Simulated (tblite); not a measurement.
Compound: C3H8FSi (doublet state).
Geometry (GFN2-xTB, Å), atoms numbered from 1 in this order:
```
atom  x, y, z in Å
C1    -2.1049   -0.5394   -0.3347
C2    -0.7530   -0.6033    0.2331
C3     0.1551    0.4909   -0.3969
Si4    1.9321    0.4374    0.2648
F5     1.8354    0.4555    1.8746
H6    -2.8293    0.1481    0.0583
H7    -2.3216   -1.0149   -1.2728
H8    -0.2985   -1.5773    0.0357
H9    -0.7785   -0.4395    1.3124
H10    0.1490    0.3652   -1.4807
H11   -0.2938    1.4662   -0.1967
H12    2.6065   -0.8164   -0.0405
H13    2.6973    1.6282   -0.0744
```

Computed values, GFN2-xTB/tblite, gas phase, harmonic and unscaled. This tight-binding method is rough: wavenumbers can miss measured ones by several per cent, in bad cases by 10 to 20. Modes of hydrogen on silicon can be 10 to 20 % off. One conformer, not necessarily the lowest. Open shells enter through the occupations alone, without spin polarisation, and single modes of such species can be off by tens of per cent.

Harmonic wavenumbers (cm⁻¹): 54.9, 88.5, 135.4, 157.2, 242.5, 324.2, 490.9, 538.1, 575.9, 679.4, 737.1, 755.6, 768.4, 814.3, 835.5, 973.2, 994.1, 1131.6, 1189.4, 1214.6, 1270.6, 1300.6, 1405.5, 1476.1, 1478.6, 2316.2, 2334.2, 2953.5, 2965.6, 2971.7, 2987.3, 3123.7, 3162.7.

A = 9217, B = 1854, C = 1664 MHz; mass 91.038 u (most abundant isotopes); point group C1, symmetry number 1; spin multiplicity 2.

Zero-point energy?

½Σν̃ = 21224 cm⁻¹ = 253.89 kJ/mol.

Give the ideal-gas entropy at 298.15 K and 1 bar in the rigid-rotor, harmonic-oscillator model (classical rotation).

Translation 165.12, rotation 112.25, vibration 85.72, spin (R ln 2) 5.76: S = 368.8 J/(mol K).

And Cp and H(298.15 K) − H(0)?

Cp = 121.06 J/(mol K), of which vibrations give 87.80 (their classical limit is 33 R = 274.4); H(298.15 K) − H(0) = 23.28 kJ/mol without the zero-point energy, 13.37 from vibrations.

Blend soft modes into free rotors: weight 1/[1 + (100 cm⁻¹/ν̃)⁴] for the oscillator and the rest for a rotor with moment μB/(μ + B), μ = h/(8π²ν), B = 10⁻⁴⁴ kg m². What vibrational entropy results?

78.97 J/(mol K) in place of 85.72, which changes −T·S at 298.15 K by +2.01 kJ/mol.

What must be added to the electronic energy to get the Gibbs energy at 298.15 K and 1 bar?

ZPE + [H(298.15 K) − H(0)] − T·S = 253.89 + 23.28 − 109.97 = 167.20 kJ/mol.

Hindered rotation and anharmonicity are outside this model. Other conformers, if any are populated, would add a mixing term that is left out. The structure is chiral; the term R ln 2 for an equal mix with its mirror image is left out.

Hardware: Arm Neoverse V1, one thread, on a shared host. Cost: 0.28 s. The figure is for the frequency step alone.
